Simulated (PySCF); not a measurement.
C4H5FO, SMILES O=C1CC[C@@H]1F.

Geometry optimised at ωB97X-D3(BJ)/def2-SVP. The structure was generated by enumeration; whether it is a known compound was not checked.

Vertical ionisation energy (IE) and electron affinity (EA) in eV. Rows of orbital energies are one-electron estimates. Where ΔSCF, EOM or ADC give a negative EA the extra electron is unbound and the value depends on the basis.

| level | IE | EA |
|---|---|---|
| −ε(HOMO), −ε(LUMO), CAM-B3LYP/def2-TZVP (PySCF) | … | … |
| −ε(HOMO), −ε(LUMO), PBE/def2-TZVP (PySCF) | 5.92 | 2.29 |

Some entries are withheld; supply them. (The exact figures need the calculation; the answer reports its results.)


- −ε(HOMO), −ε(LUMO), CAM-B3LYP/def2-TZVP (PySCF), IE: 8.91
- −ε(HOMO), −ε(LUMO), CAM-B3LYP/def2-TZVP (PySCF), EA: -0.01
